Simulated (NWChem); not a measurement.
# CHAlClNO; SMILES O=C=[N][AlH][Cl]

```xyz
6

Al    -0.8445    -0.6445     0.0000
Cl     0.5937    -2.1652     0.0000
H     -2.3734    -0.9817     0.0000
N     -0.2753     1.0293     0.0000
C      0.1426     2.1569     0.0000
O      0.5412     3.2528     0.0000
```
Atoms are numbered in this order, from 1.

Results from NWChem. Medium grid unless said otherwise, to which SCAN and Minnesota functionals are sensitive. The geometry was optimised at PBE0/def2-SVP.

For level PBE/def2-SVP:

| Item | Result |
|---|---|
| highest occupied level (eV) | -7.31 |
| orbital gap (eV) | 5.11 |
| dipole (D) | 1.32 |

### Question
What are these values for level r2SCAN0/def2-SVP?

### Answer
The highest occupied level (eV) is -9.04 and the orbital gap (eV) is 7.76. The dipole (D) comes out as 1.58.
